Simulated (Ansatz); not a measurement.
`NC[SiH2][GeH3]`. Total charge 0; spin multiplicity 1. Correlated methods include outer-core shells of Ge, which these sets cover unevenly. Scalar relativity is left out up to krypton.

Z-matrix (Å, degrees):
```
C
Si 1 1.889
N 1 1.457 2 110.7
H 1 1.095 2 106.5 3 118.0
H 1 1.102 2 109.2 3 -127.7
Ge 2 2.382 1 110.6 3 58.3
H 2 1.490 1 109.4 3 177.7
H 2 1.487 1 110.5 3 -62.7
H 3 1.012 1 111.3 2 177.5
H 3 1.012 1 111.3 2 -63.2
H 6 1.538 2 111.7 1 -173.9
H 6 1.541 2 111.3 1 -53.6
H 6 1.540 2 110.8 1 65.7
```

Q: Give the diagnostics of a CCSD(T)/def2-TZVPP run (frozen core, the Gaussian-basis code of Ansatz). (Best estimate.)

A: Computed: T1 = 0.0112, largest single amplitude 0.017, largest double 0.018, (T) share of the correlation energy 3.5 %, 8 CCSD cycles. The RHF solution is stable towards an unrestricted one. T1 lies under the customary mark of 0.02 for closed shells.
